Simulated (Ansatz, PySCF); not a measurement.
Gas-phase reaction (SMILES): COBOC + F (HF) -> COB(F)OC [fluoro(dimethoxy)borane] + [H][H] (H2); hydrogen fluoride cleaves one B-H bond, a model of a ligand-exchange step.

Geometries: B3LYP-D3(BJ)/def2-TZVP minima from Ansatz (a first-principles code), one conformer each, not searched for the lowest. Correlated levels leave the core frozen unless marked. No spin-orbit coupling. No relativistic terms. CBS marks a two-point X^-3 extrapolation of the correlation energy; Hartree-Fock from the larger set. The bracket is a focal-point correction in the basis named. Thermal terms are rigid-rotor harmonic-oscillator values from B3LYP-D3(BJ) frequencies (Ansatz or PySCF) at 298.15 K and 1 atm. 1 Eh = 627.5095 kcal/mol.

```json
[
 {"species": "COBOC", "E, RI-MP2/CBS(cc-pVTZ,cc-pVQZ)+[CCSD(T)-MP2]/cc-pVTZ (Ansatz) (Eh)": "-255.52801", "E, wB97M-V/def2-TZVPD (Ansatz) (Eh)": "-255.79377", "H - E (Eh)": "0.10627"},
 {"species": "F (HF)", "E, RI-MP2/CBS(cc-pVTZ,cc-pVQZ)+[CCSD(T)-MP2]/cc-pVTZ (Ansatz) (Eh)": "-100.39237", "E, wB97M-V/def2-TZVPD (Ansatz) (Eh)": "-100.46200", "H - E (Eh)": "0.01259"},
 {"species": "COB(F)OC", "E, RI-MP2/CBS(cc-pVTZ,cc-pVQZ)+[CCSD(T)-MP2]/cc-pVTZ (Ansatz) (Eh)": "-354.78622", "E, wB97M-V/def2-TZVPD (Ansatz) (Eh)": "-355.13746", "H - E (Eh)": "0.10112"},
 {"species": "[H][H] (H2)", "E, RI-MP2/CBS(cc-pVTZ,cc-pVQZ)+[CCSD(T)-MP2]/cc-pVTZ (Ansatz) (Eh)": "-1.17529", "E, wB97M-V/def2-TZVPD (Ansatz) (Eh)": "-1.16077", "H - E (Eh)": "0.01336"}
]
```

Problem. Work out ΔE and ΔH at 298.15 K at the first level, then ΔH at the second.

Solution. 
1. ΔE = [(-354.78622) + (-1.17529)] - [(-255.52801) + (-100.39237)] = -0.04113 Eh = -25.8 kcal/mol at RI-MP2/CBS(cc-pVTZ,cc-pVQZ)+[CCSD(T)-MP2]/cc-pVTZ.
2. The terms H - E add up to -0.00438 Eh, so ΔH = (-0.04113 + (-0.00438))×627.5095 = -28.6 kcal/mol.
3. At wB97M-V/def2-TZVPD the same steps give ΔE = -26.6 and ΔH = -29.4 kcal/mol, a shift of -0.8 from the first level.
4. These values are not checked against measurement here, since the tables used lack a sound gas-phase enthalpy of formation for at least one species.
